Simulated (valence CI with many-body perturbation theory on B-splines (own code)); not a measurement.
**Tb44+: key properties**

Method: relativistic CI+MBPT: three valence electrons over a frozen Dirac-Fock core [Ar], radial functions for each j: 7 s, 7 p, 8 d, 6 f, 4 g, 1 h, with the one-electron correlation potential Σ1, the two-electron term Σ2, the three-electron term Σ3, Breit, model QED; selected CI, second order for the rest, scaled by the run's own slope (own B-spline code, finite nucleus).

No measured spectrum was set against this ion. As an estimate, large intervals hold to a few tenths of a per cent, small ones and those within an open d or f shell to about a per cent. Only levels of the ground parity were solved; by the run's estimate the other parity begins above the list, which can be wrong where configurations are misplaced.

Levels are named by their leading jj configuration (3d3/2^4 stands for four electrons in 3d with j = 3/2), which in mixed levels can hold well under half, so a name can repeat and another be missing.

Rates and lifetimes use the calculated energies. Strong lines usually hold to 10 to 20 %, long lifetimes can be off by a factor of two.

Q: What is the ground level?

A: (3d3/2^3) J=3/2, composition 50 % 3d3 4F + 36 % 3d3 2D + 10 % 3d3 2P, g = 0.682.

Q: How well does LS coupling describe the low levels?

A: Among the lowest 19 levels the leading LS term, summed over configurations, holds 58 % on average. For single configurations the figures are 58 % in LS and 95 % in jj coupling. Terms mix most in the J = 3/2 level at 310860 cm⁻¹, where the leading one holds 39 %.

Q: What is the ionisation energy?

A: 3573.6 eV; NIST lists 3573 ± 4 eV (theoretical).

Q: Name the longest-lived excited levels whose lifetime is computed, and their main decay.

A: (3d3/2^2 3d5/2) J=9/2 at 335890 cm⁻¹ lives 783 ms, mostly by M1 to (3d3/2^2 3d5/2) J=7/2.
